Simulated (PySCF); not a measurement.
`CCC(C)(C)[P@@H](=S)CO`: 4 charge schemes on one density

Species: C6H15OPS.
SMILES with atom numbers: `[CH3:1][CH2:2][C:3]([CH3:4])([CH3:5])[P@@H:6](=[S:7])[CH2:8][OH:9]` (hydrogens: H10, H11, H12 on C1; H13, H14 on C2; H15, H16, H17 on C4; H18, H19, H20 on C5; H21 on P6; H22, H23 on C8; H24 on O9)

Structure used (GFN2-xTB), in Å, numbered top down from 1:
```xyz
24
C6H15OPS angstrom
C     -1.3080    1.2598   -1.0571
C     -1.1334   -0.1868   -0.6132
C     -0.5605   -0.3786    0.7958
C     -1.4520    0.2253    1.8789
C     -0.3553   -1.8689    1.0655
P      1.1127    0.4329    1.0219
S      2.0638    0.0221    2.6565
C      2.1797    0.0921   -0.4688
O      3.3969    0.7489   -0.2885
H     -0.3528    1.7794   -1.0906
H     -1.9764    1.7992   -0.3917
H     -1.7376    1.2845   -2.0561
H     -2.1068   -0.6851   -0.6401
H     -0.4867   -0.7028   -1.3280
H     -1.0467   -0.0092    2.8629
H     -2.4597   -0.1816    1.8151
H     -1.5068    1.3094    1.7868
H     -1.3151   -2.3809    1.1043
H      0.2470   -2.3298    0.2827
H      0.1508   -2.0144    2.0199
H      0.8462    1.7964    0.8680
H      1.7350    0.4848   -1.3858
H      2.3112   -0.9994   -0.5647
H      3.7426    0.5222    0.5908
```

Density: PBE0/pcSseg-1 (PySCF); schemes: Mulliken, IAO, Hirshfeld and ESP-fitted. Geometry: GFN2-xTB, one conformer, isolated molecule.

Question: Give the atomic charges in each scheme.

Answer: In e; atoms taken as equivalent share a row and are averaged (×n: the atom named and its like, n in all):

```tsv
atom	environment	Mulliken	IAO	Hirshfeld	ESP-fitted
C1	methyl carbon	-0.263	-0.419	-0.118	-0.393
C2	chain CH2 carbon	-0.165	-0.249	-0.065	+0.156
C3	sp3 carbon bound to phosphorus	-0.762	-0.145	-0.007	+0.391
C4	methyl carbon	-0.145	-0.423	-0.120	-0.428
C5	methyl carbon	-0.136	-0.421	-0.123	-0.606
P6	phosphorus bonded to 2 C, S and H	+0.404	+0.894	+0.315	-0.150
S7	sulfur bonded to P	-0.408	-0.617	-0.302	-0.344
C8	carbinol carbon (C–OH)	-0.077	-0.248	-0.036	+0.089
O9	alcohol oxygen	-0.440	-0.534	-0.223	-0.566
H10/H11/H12	methyl hydrogen	+0.121	+0.141	+0.042	+0.098
H13	methylene hydrogen	+0.128	+0.139	+0.044	+0.002
H14	methylene hydrogen	+0.121	+0.128	+0.037	-0.045
H15/H16/H17	methyl hydrogen	+0.128	+0.146	+0.042	+0.121
H18/H19/H20	methyl hydrogen	+0.126	+0.145	+0.038	+0.161
H21	P–H hydrogen	+0.088	-0.047	+0.002	+0.144
H22	methylene hydrogen	+0.147	+0.159	+0.051	+0.140
H23	methylene hydrogen	+0.143	+0.137	+0.041	+0.079
H24	hydroxyl hydrogen	+0.241	+0.352	+0.139	+0.392
```

Mean size of the charges over all atoms: IAO 0.259 e, ESP-fitted 0.211 e, Mulliken 0.200 e, Hirshfeld 0.083 e. Each set sums to the total charge, 0, to within 0.001 e. The ESP scheme fits charges at the nuclei, held to the total charge, to the electrostatic potential on points at 1.4 to 2.0 times the van der Waals radii.

Some averages cover members that differ in this geometry: H18/H19/H20, Mulliken +0.111 to +0.144; H18/H19/H20, ESP-fitted +0.149 to +0.180 e.

Lowest charge. The schemes don't all agree: Mulliken C3 (-0.762); IAO S7 (-0.617); Hirshfeld S7 (-0.302); ESP-fitted C5 (-0.606).

Highest charge. The schemes don't all agree: Mulliken P6 (+0.404); IAO P6 (+0.894); Hirshfeld P6 (+0.315); ESP-fitted H24 (+0.392).

Question: How closely do the schemes follow one another over all atoms?

Answer: Correlation coefficient and root-mean-square difference: IAO with Hirshfeld 0.97, 0.212 e; Mulliken with IAO 0.80, 0.196 e; Mulliken with Hirshfeld 0.75, 0.181 e; Hirshfeld with ESP-fitted 0.60, 0.218 e; IAO with ESP-fitted 0.57, 0.279 e; Mulliken with ESP-fitted 0.32, 0.302 e.

Question: How many electrons does the ESP-fitted scheme count on C3?

Answer: Z − q = 6 − (+0.391) = 5.609.

Question: Sum the charges by element, for elements with more than one atom.

Answer: 
```csv
element,atoms,Mulliken,IAO,Hirshfeld,ESP-fitted
C,6,-1.549,-1.906,-0.468,-0.791
H,15,+1.992,+2.163,+0.679,+1.852
```

These values come from a run that also computed NMR shieldings. Rough CPU time on one thread of a shared machine: about 2.5 min.
